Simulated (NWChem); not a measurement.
System: BeCl, doublet; SMILES [Be][Cl]

NWChem input:

```
start job
memory heap 200 mb stack 900 mb global 1100 mb
geometry units angstroms noautosym nocenter noautoz
  Be     0.000000     0.000000    -1.469034
  Cl     0.000000     0.000000     0.369139
end
basis spherical
  Be library 6-31+g*
  Cl library 6-31+g*
end
dft
  odft
  mult 2
  xc xcamb88 1.00 lyp 0.81 vwn_5 0.19 hfexch 1.00
  cam 0.33 cam_alpha 0.19 cam_beta 0.46
  iterations 150
end
tddft
  cis
  nroots 6
end
task tddft energy
```

All runs use the structure optimised with PBE0/def2-SVP, spin-unrestricted. The spin multiplicity was typed, not searched, and may not be the lowest. No stability test was run on the SCF state.

Vertical excitations in the gas phase. Excited states of an open shell can be spin-contaminated.

### Question
Predict the main results of this run. (CAM-B3LYP/6-31+G* (spherical d), spin-unrestricted, TDA.) Quantities: lowest excitation (eV); oscillator strength of that lowest state; lowest state with f > 0.02 (eV); oscillator strength of that bright state; lowest empty minus highest occupied level, either spin (eV).

### Answer
```
Quantity                                                     Result
-----------------------------------------------------------  ------
lowest excitation (eV)                                         3.57
oscillator strength of that lowest state                      0.107
lowest state with f > 0.02 (eV)                                3.57
oscillator strength of that bright state                      0.107
lowest empty minus highest occupied level, either spin (eV)    5.87
```
